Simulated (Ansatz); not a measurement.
Basis-set extrapolation for `CC(C)[Si]F` (PBE0-D4/def2-TZVP geometry, frozen core, Ansatz). Multiplicity 1, RHF reference.

```
                      def2-TZVPP   def2-QZVPP
                 HF  -506.165878  -506.185179
    MP2 correlation    -0.879593    -0.944860
CCSD(T) correlation    -0.960504      not run
```

Energies in hartree. Use E(X) = E(∞) + A·exp(−7.88·√X) for Hartree–Fock and E(X) = E(∞) + B·X^(−2.97) for correlation, with X = 3 and 4, and add CCSD(T) minus MP2 of the smaller set to the MP2 limit.

Question: What is the CCSD(T) energy at the basis-set limit?

Answer: HF limit: -506.185179 + (-0.019301) × 0.13774 = -506.18784. MP2 limit: -0.944860 + (-0.065267) × 0.74074 = -0.99321. Higher-order term: -0.960504 − (-0.879593) = -0.08091. Total: -507.26196 hartree, 85.1 kcal/mol below CCSD(T)/def2-TZVPP.
